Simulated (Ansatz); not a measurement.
Pulling on the Ge3–H4 bond in BeFGeH3 (SMILES [F][Be][GeH3]) (multiplicity 1 held, fragments rigid). Energies count from the point at 1.542 Å.
Geometry at that point (charge 0, multiplicity 1):
```xyz
6

Be    -0.34700     0.98817    -0.89659
F     -0.69229     1.97146    -1.78875
Ge     0.20509    -0.58403     0.52991
H      1.10832    -1.65942    -0.10772
H      0.97519    -0.02594     1.74413
H     -1.02770    -1.32131     1.09162
```

Signs of static correlation in cc-pVTZ, with CASSCF(2,2), from Ansatz (a program for electronic structure) runs.

| R (Å) | T1 of restricted CCSD | ⟨S²⟩ of UHF | largest double amplitude of restricted CCSD | weight of the CASSCF reference in MRCISD | CASSCF natural occupations |
|---|---|---|---|---|---|
| 1.234 | 0.013 | 0.000 | 0.035 | 0.903 | 1.99 0.01 |
| 1.388 | 0.013 | 0.000 | 0.035 | 0.903 | 1.98 0.02 |
| 1.542 | 0.013 | 0.000 | 0.034 | 0.903 | 1.98 0.02 |
| 1.697 | 0.014 | 0.000 | 0.032 | 0.903 | 1.97 0.03 |
| 1.851 | 0.014 | 0.000 | 0.038 | 0.903 | 1.95 0.05 |
| 2.082 | 0.016 | 0.000 | ___ | 0.903 | 1.92 0.08 |
| 2.314 | 0.019 | 0.355 | 0.134 | 0.903 | 1.87 0.13 |
| 2.699 | 0.028 | 0.771 | 0.256 | 0.903 | 1.75 0.25 |
| 3.085 | 0.042 | 0.924 | 0.403 | 0.903 | 1.57 0.43 |
| 3.547 | 0.060 | 0.987 | 0.587 | 0.904 | 1.36 0.64 |
| 4.164 | 0.077 | 1.010 | ___ | 0.904 | 1.17 0.83 |
| 4.936 | 0.085 | 1.015 | 0.919 | 0.904 | 1.06 0.94 |

Task: Fill in the missing entries.

Result: 
- 2.082, largest double amplitude of restricted CCSD: 0.077
- 4.164, largest double amplitude of restricted CCSD: 0.786

Doubts at one or more of the structures used: a restricted determinant that unrestricted orbitals would lower (R-CCSD(T)/cc-pVTZ); other coupled-cluster roots lie near (R-CCSD(T)/cc-pVTZ); T1 above 0.05 (R-CCSD(T)/cc-pVTZ, U-CCSD(T)/cc-pVTZ); a spin-contaminated determinant (U-CCSD(T)/cc-pVTZ).
